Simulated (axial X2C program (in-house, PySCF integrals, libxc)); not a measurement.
**Levels of TaS by electron attachment to TaS⁺ (EOM-EA-CCSD)**

Calculated with an in-house all-electron X2C program for linear molecules (integrals from PySCF): two-component X2C with atomic mean-field Coulomb and Gaunt terms, Gaussian nuclei, basis Ta dyall-acv3z, S dyall-av3z with contracted cores.

R = 2.127 Å (near the PBE0 minimum at charge 0 of the determinant lowest at the starting distance; the state shown can have its own minimum elsewhere).

Hartree–Fock spinors of TaS⁺ (one of each Kramers pair; a window near the gap, which can cut inner shells):

```json
{"ω": "1/2", "occupied": "yes", "ε (eV)": "-30.01", "character": "65% S s, 14% Ta d, 10% Ta p"}
{"ω": "1/2", "occupied": "yes", "ε (eV)": "-17.91", "character": "57% S p, 31% Ta d, 5% S s"}
{"ω": "1/2", "occupied": "yes", "ε (eV)": "-16.52", "character": "55% S p, 30% Ta d, 4% Ta f"}
{"ω": "3/2", "occupied": "yes", "ε (eV)": "-16.32", "character": "57% S p, 30% Ta d, 4% Ta f"}
{"ω": "1/2", "occupied": "yes", "ε (eV)": "-14.59", "character": "45% Ta s, 28% Ta d, 19% S p"}
{"ω": "3/2", "occupied": "no", "ε (eV)": "-5.88", "character": "91% Ta d, 2% S p, 2% S d"}
{"ω": "1/2", "occupied": "no", "ε (eV)": "-5.83", "character": "40% Ta p, 34% Ta d, 12% S p"}
{"ω": "5/2", "occupied": "no", "ε (eV)": "-5.52", "character": "96% Ta d, 2% S d"}
{"ω": "3/2", "occupied": "no", "ε (eV)": "-5.25", "character": "56% Ta d, 26% Ta p, 12% S p"}
{"ω": "1/2", "occupied": "no", "ε (eV)": "-5.13", "character": "39% Ta p, 39% Ta d, 11% S p"}
{"ω": "1/2", "occupied": "no", "ε (eV)": "-3.17", "character": "45% Ta p, 20% Ta d, 13% S d"}
```

Levels of TaS obtained by attaching an electron to TaS⁺:

| Ω | binding energy (eV) | above lowest (cm⁻¹) | attached spinor | one-particle weight |
| --- | --- | --- | --- | --- |
| 3/2 | 7.682 | 0 | 95% Ta dδ | 0.90 |
| 5/2 | 7.292 | 3151 | 97% Ta dδ | 0.90 |
| 1/2 | 6.806 | 7065 | 44% Ta dπ, 24% Ta pπ, 11% S pπ | 0.92 |
| 3/2 | 6.415 | 10219 | 53% Ta dπ, 24% Ta pπ, 14% S pπ | 0.91 |
| 1/2 | 5.967 | 13837 | 41% Ta pσ, 23% Ta dσ, 10% Ta sσ | 0.93 |
| 1/2 | 4.036 | 29414 | 46% Ta pπ, 17% Ta dπ, 14% S dπ | 0.73 |

What is the splitting of the first π pair in the table, and is it regular or inverted?

E(3/2) − E(1/2) = 10219 − 7065 = 3154 cm⁻¹ at EOM-EA-CCSD: regular, Ω = 1/2 lower. Splittings at this level can be off by ten to twenty per cent.

This point took 30 s on 1 thread of Arm Neoverse V2 (shared host).

Reference electrons by ω block (each with its −ω partner): 1/2: 27, 3/2: 12, 5/2: 4, 7/2: 1. 18 electrons of TaS⁺ correlated (inner shells frozen), 84 natural virtual spinors (a truncated set); levels can be off by some tenths of an eV. Roots sought by Ω: (1/2: 5, 3/2: 4, 5/2: 2, 7/2: 1); rows need 60 % one-particle weight and stop where some Ω has no more roots. Missing are any skipped roots, higher Ω and states of a further excitation; these come out far too high here and may in truth be low or lowest. T1 of the reference 0.039 (Lee–Taylor). The reference was not checked to be the lowest state of its species. Number of frozen shells: Ta 4 s, 3 p, 2 d, 1 f; S 2 s, 1 p. Large amplitudes in the reference (orbital relaxation or multireference character) lower the reliability.
